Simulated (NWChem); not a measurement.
All runs are NWChem calculations. System: BI$_{2}$, charge 0, spin multiplicity 2, at a geometry optimised with UB3LYP/def2-SVP with def2 effective core potentials on I. The structure started from a generated list of species. Its SCF solution wasn't tested for a lower state. Level: UB3LYP/def2-TZVP with def2 effective core potentials on I, VWN1-RPA local correlation.

Input file:

```
start mol
memory heap 200 mb stack 900 mb global 1100 mb
geometry units angstroms nocenter noautoz
  I      1.905929     0.000000    -0.041152
  B      0.000000     0.000000     0.872429
  I     -1.905929     0.000000    -0.041152
  symmetry group C2v
end
basis spherical
  * library def2-tzvp
end
ecp
  I library def2-ecp
end
dft
  xc b3lyp
  odft
  mult 2
  semidirect memsize 60000000 filesize 0
  iterations 100
end
task dft energy
```

NWChem printed:

```
             Northwest Computational Chemistry Package (NWChem) 7.3.0
             --------------------------------------------------------

                                NWChem Input Module
                                -------------------

 Scaling coordinates for geometry "geometry" by  1.889725989
 (inverse scale =  0.529177249)

 Turning off AUTOSYM since
 SYMMETRY directive was detected!

                             Geometry "geometry" -> ""
                             -------------------------

 Output coordinates in angstroms (scale by  1.889725989 to convert to a.u.)

  No.       Tag          Charge          X              Y              Z
 ---- ---------------- ---------- -------------- -------------- --------------
    1 I                   53.0000     1.90592900     0.00000000    -0.04115200
    2 B                    5.0000     0.00000000     0.00000000     0.87242900
    3 I                   53.0000    -1.90592900     0.00000000    -0.04115200

 Effective nuclear repulsion energy (a.u.)     522.6530480555

            Nuclear Dipole moment (a.u.)
            ----------------------------
        X                 Y               Z
 ---------------- ---------------- ----------------
     0.0000000000     0.0000000000     0.0000623610

      Symmetry information
      --------------------

 Group name             C2v
 Group number             16
 Group order               4
 No. of unique centers     2

      Symmetry unique atoms

     1    2


 Summary of "ao basis" -> "" (spherical)
 ------------------------------------------------------------------------------
       Tag                 Description            Shells   Functions and Types
 ---------------- ------------------------------  ------  ---------------------
 *                         def2-tzvp                  on all atoms

                                 NWChem DFT Module
                                 -----------------

 Summary of "ao basis" -> "ao basis" (spherical)
 ------------------------------------------------------------------------------
       Tag                 Description            Shells   Functions and Types
 ---------------- ------------------------------  ------  ---------------------
 I                         def2-tzvp                16       50   6s5p3d2f
 B                         def2-tzvp                11       31   5s3p2d1f

 Summary of "ao basis" -> "ao basis" (spherical)
 ------------------------------------------------------------------------------
       Tag                 Description            Shells   Functions and Types
 ---------------- ------------------------------  ------  ---------------------
 I                         def2-tzvp                16       50   6s5p3d2f
 B                         def2-tzvp                11       31   5s3p2d1f

      Symmetry analysis of basis
      --------------------------

        a1         47
        a2         20
        b1         40
        b2         24

            General Information
            -------------------
          SCF calculation type: DFT
          Wavefunction type:  spin polarized.
          No. of atoms     :     3
          No. of electrons :    55
           Alpha electrons :    28
            Beta electrons :    27
          Charge           :     0
          Spin multiplicity:     2
          Use of symmetry is: on ; symmetry adaption is: on
          Maximum number of iterations: 100
          AO basis - number of functions:   131
                     number of shells:    43
          Convergence on energy requested:  1.00D-06
          Convergence on density requested:  1.00D-05
          Convergence on gradient requested:  5.00D-04

              XC Information
              --------------
                         B3LYP Method XC Potential
                     Hartree-Fock (Exact) Exchange  0.200
                        Slater Exchange Functional  0.800 local
                    Becke 1988 Exchange Functional  0.720 non-local
              Lee-Yang-Parr Correlation Functional  0.810
                  VWN I RPA Correlation Functional  0.190 local

             Grid Information
             ----------------
          Grid used for XC integration:  medium
          Radial quadrature: Mura-Knowles
          Angular quadrature: Lebedev.
          Tag              B.-S. Rad. Rad. Pts. Rad. Cut. Ang. Pts.
          ---              ---------- --------- --------- ---------
          I                   1.40      123          12.0       590
          B                   0.85       49          10.0       434
          Grid pruning is: on
          Number of quadrature shells:   172
          Spatial weights used:  Erf1

          Convergence Information
          -----------------------
          Convergence aids based upon iterative change in
          total energy or number of iterations.
          Levelshifting, if invoked, occurs when the
          HOMO/LUMO gap drops below (HL_TOL):  1.00D-02
          DIIS, if invoked, will attempt to extrapolate
          using up to (NFOCK): 10 stored Fock matrices.

                    Damping( 0%)  Levelshifting(0.5)       DIIS
                  --------------- ------------------- ---------------
          dE  on:    start            ASAP                start
          dE off:    2 iters        100 iters           100 iters

      Screening Tolerance Information
      -------------------------------
          Density screening/tol_rho:  1.00D-10
          AO Gaussian exp screening on grid/accAOfunc:  14
          CD Gaussian exp screening on grid/accCDfunc:  20
          XC Gaussian exp screening on grid/accXCfunc:  20
[...]
  ----- ------------  ---------------      ----- ------------  ---------------
    60      0.400820  2 B  py                57      0.397682  2 B  py
    63      0.383171  2 B  py                20     -0.256411  1 I  py
   101     -0.256411  3 I  py                17     -0.178146  1 I  py
    98     -0.178146  3 I  py                11      0.158417  1 I  py
    92      0.158417  3 I  py                14     -0.141016  1 I  py

 Vector   30  Occ=0.000000D+00  E=-2.695870D-02  Symmetry=a1
              MO Center= -1.5D-13, -3.0D-16,  1.0D-01, r^2= 6.7D+00
   Bfn.  Coefficient  Atom+Function         Bfn.  Coefficient  Atom+Function
  ----- ------------  ---------------      ----- ------------  ---------------
    54      0.633379  2 B  s                 19      0.528957  1 I  px
   100     -0.528957  3 I  px                55      0.404862  2 B  s
     6     -0.362986  1 I  s                 87     -0.362986  3 I  s
    64     -0.353781  2 B  pz                61     -0.293506  2 B  pz
    58     -0.266459  2 B  pz                53      0.195313  2 B  s

 Vector   31  Occ=0.000000D+00  E= 2.411431D-02  Symmetry=b1
              MO Center=  3.1D-13, -1.5D-15, -1.4D-01, r^2= 8.7D+00
   Bfn.  Coefficient  Atom+Function         Bfn.  Coefficient  Atom+Function
  ----- ------------  ---------------      ----- ------------  ---------------
    62      0.853173  2 B  px                 6     -0.733931  1 I  s
    87      0.733931  3 I  s                 19      0.661189  1 I  px
   100      0.661189  3 I  px                21     -0.486690  1 I  pz
   102      0.486690  3 I  pz                59      0.435267  2 B  px
    56      0.349099  2 B  px                 3      0.175304  1 I  s

                     DFT Final Beta Molecular Orbital Analysis
                     -----------------------------------------

 Vector   25  Occ=1.000000D+00  E=-3.120468D-01  Symmetry=a1
              MO Center= -4.7D-15, -3.3D-15,  9.3D-02, r^2= 4.9D+00
   Bfn.  Coefficient  Atom+Function         Bfn.  Coefficient  Atom+Function
  ----- ------------  ---------------      ----- ------------  ---------------
    18      0.312862  1 I  pz                99      0.312862  3 I  pz
    12     -0.276269  1 I  pz                93     -0.276269  3 I  pz
    15      0.224882  1 I  pz                96      0.224882  3 I  pz
    16      0.150585  1 I  px                97     -0.150585  3 I  px
    21      0.143716  1 I  pz               102      0.143716  3 I  pz

 Vector   26  Occ=1.000000D+00  E=-2.885755D-01  Symmetry=a2
              MO Center=  6.8D-15, -7.4D-17, -2.2D-02, r^2= 5.6D+00
   Bfn.  Coefficient  Atom+Function         Bfn.  Coefficient  Atom+Function
  ----- ------------  ---------------      ----- ------------  ---------------
    17      0.387664  1 I  py                98     -0.387664  3 I  py
    11     -0.332452  1 I  py                92      0.332452  3 I  py
    14      0.271952  1 I  py                95     -0.271952  3 I  py
    20      0.192964  1 I  py               101     -0.192964  3 I  py
     8     -0.042285  1 I  py                89      0.042285  3 I  py

 Vector   27  Occ=1.000000D+00  E=-2.780333D-01  Symmetry=b1
              MO Center=  2.0D-14,  1.1D-15,  7.9D-03, r^2= 5.8D+00
   Bfn.  Coefficient  Atom+Function         Bfn.  Coefficient  Atom+Function
  ----- ------------  ---------------      ----- ------------  ---------------
    18      0.317905  1 I  pz                99     -0.317905  3 I  pz
    12     -0.270871  1 I  pz                93      0.270871  3 I  pz
    16      0.230281  1 I  px                97      0.230281  3 I  px
    15      0.222270  1 I  pz                96     -0.222270  3 I  pz
    10     -0.201524  1 I  px                91     -0.201524  3 I  px

 Vector   28  Occ=0.000000D+00  E=-1.008689D-01  Symmetry=a1
              MO Center= -2.7D-14,  4.6D-15,  8.2D-01, r^2= 4.4D+00
   Bfn.  Coefficient  Atom+Function         Bfn.  Coefficient  Atom+Function
  ----- ------------  ---------------      ----- ------------  ---------------
    55      0.576825  2 B  s                 54      0.408991  2 B  s
    58      0.241736  2 B  pz                21     -0.237265  1 I  pz
   102     -0.237265  3 I  pz                53      0.206411  2 B  s
    18     -0.200008  1 I  pz                99     -0.200008  3 I  pz
     6     -0.187926  1 I  s                 64      0.188227  2 B  pz

 Vector   29  Occ=0.000000D+00  E=-8.017046D-02  Symmetry=b2
              MO Center= -4.4D-14, -5.2D-15,  5.7D-01, r^2= 3.7D+00
   Bfn.  Coefficient  Atom+Function         Bfn.  Coefficient  Atom+Function
  ----- ------------  ---------------      ----- ------------  ---------------
    63      0.428373  2 B  py                57      0.387099  2 B  py
    60      0.379987  2 B  py                20     -0.266519  1 I  py
   101     -0.266519  3 I  py                17     -0.166226  1 I  py
    98     -0.166226  3 I  py                11      0.149820  1 I  py
    92      0.149820  3 I  py                14     -0.135246  1 I  py

 Vector   30  Occ=0.000000D+00  E=-1.940531D-02  Symmetry=a1
              MO Center= -1.2D-14, -1.6D-15,  2.5D-01, r^2= 6.5D+00
   Bfn.  Coefficient  Atom+Function         Bfn.  Coefficient  Atom+Function
  ----- ------------  ---------------      ----- ------------  ---------------
    54      0.629384  2 B  s                 19      0.508063  1 I  px
   100     -0.508063  3 I  px                64     -0.403340  2 B  pz
     6     -0.327301  1 I  s                 87     -0.327301  3 I  s
    61     -0.298573  2 B  pz                58     -0.289020  2 B  pz
    55      0.245458  2 B  s                 53      0.167950  2 B  s

   alpha - beta orbital overlaps
   -----------------------------

   alpha      1      2      3      4      5      6      7      8      9     10
    beta      2      1      3      4      5      6      7      8      9     10
 overlap   1.000  1.000  1.000  0.998  0.998  1.000  1.000  0.998  0.998  0.998

   alpha     11     12     13     14     15     16     17     18     19     20
    beta     11     12     13     14     15     16     17     18     19     20
 overlap   0.998  0.998  0.998  0.996  0.996  0.998  0.998  0.997  0.997  1.000

   alpha     21     22     23     24     25     26     27     28     29     30
    beta     21     22     23     25     24     26     27     28     29     30
 overlap   1.000  0.991  0.999  0.972  0.999  1.000  0.999  0.954  0.998  0.989

   alpha     31     32     33     34     35     36     37     38     39     40
    beta     31     32     33     34     35     37     36     38     39     40
 overlap   0.996  0.995  0.998  0.974  0.999  0.949  0.992  0.999  1.000  0.998

   alpha     41     42     43     44     45     46     47     48     49     50
    beta     41     42     44     43     45     46     47     48     49     50
 overlap   0.991  0.949  0.997  0.999  0.998  1.000  0.993  0.996  0.996  0.999

   alpha     51     52     53     54     55     56     57     58     59     60
    beta     51     52     53     54     55     56     57     58     62     61
 overlap   0.996  0.997  0.997  0.995  1.000  0.996  0.995  0.996  0.965  0.999

   alpha     61     62     63     64     65     66     67     68     69     70
    beta     59     60     64     63     65     66     68     67     69     70
 overlap   0.998  0.998  1.000  1.000  0.998  0.998  0.966  0.999  0.999  0.997

   alpha     71     72     73     74     75     76     77     78     79     80
    beta     72     71     73     74     75     76     77     78     79     80
 overlap   0.999  1.000  1.000  0.999  0.999  1.000  1.000  1.000  0.999  0.999

   alpha     81     82     83     84     85     86     87     88     89     90
    beta     81     82     83     84     85     86     87     88     89     90
 overlap   0.998  1.000  1.000  1.000  1.000  0.998  1.000  1.000  0.998  0.999

   alpha     91     92     93     94     95     96     97     98     99    100
    beta     91     92     93     94     96     95     97     98     99    101
 overlap   1.000  1.000  0.996  0.998  0.996  1.000  0.992  0.997  0.993  0.999

   alpha    101    102    103    104    105    106    107    108    109    110
    beta    100    102    103    104    105    106    107    108    109    110
 overlap   1.000  0.997  0.999  0.999  1.000  1.000  1.000  1.000  1.000  1.000

   alpha    111    112    113    114    115    116    117    118    119    120
    beta    111    112    113    114    115    116    117    118    119    120
 overlap   1.000  1.000  1.000  1.000  1.000  1.000  1.000  1.000  1.000  1.000

   alpha    121    122    123    124    125    126    127    128    129    130
    beta    121    122    123    124    125    126    127    128    129    130
 overlap   1.000  1.000  1.000  1.000  1.000  1.000  1.000  1.000  1.000  1.000

   alpha    131
    beta    131
 overlap   1.000

     --------------------------
     Expectation value of S2:
     --------------------------
      <S2> =      0.7545 (Exact =     0.7500)

 center of mass
 --------------
 x =   0.00000000 y =   0.00000000 z =  -0.00599130

 moments of inertia (a.u.)
 ------------------
          31.449251601262           0.000000000000           0.000000000000
           0.000000000000        3323.784825609638           0.000000000000
           0.000000000000           0.000000000000        3292.335574008376

     Multipole analysis of the density
     ---------------------------------

     L   x y z        total         alpha         beta         nuclear
     -   - - -        -----         -----         ----         -------
     0   0 0 0     -0.000000    -28.000000    -27.000000     55.000000

     1   1 0 0      0.000000     -0.000000      0.000000      0.000000
     1   0 1 0     -0.000000     -0.000000     -0.000000      0.000000
     1   0 0 1     -0.222475     -3.227776     -1.349658      4.354959

     2   2 0 0    -41.731443   -347.908290   -342.429378    648.606225
     2   1 1 0      0.000000     -0.000000      0.000000      0.000000
     2   1 0 1     -0.000000     -0.000000     -0.000000      0.000000
     2   0 2 0    -44.075295    -22.616644    -21.458650      0.000000
     2   0 1 1     -0.000000     -0.000000     -0.000000      0.000000
     2   0 0 2    -45.531072    -33.688547    -25.735166     13.892641

 Task  times  cpu:       11.2s     wall:       11.2s

 Total times  cpu:       11.3s     wall:       11.3s
```
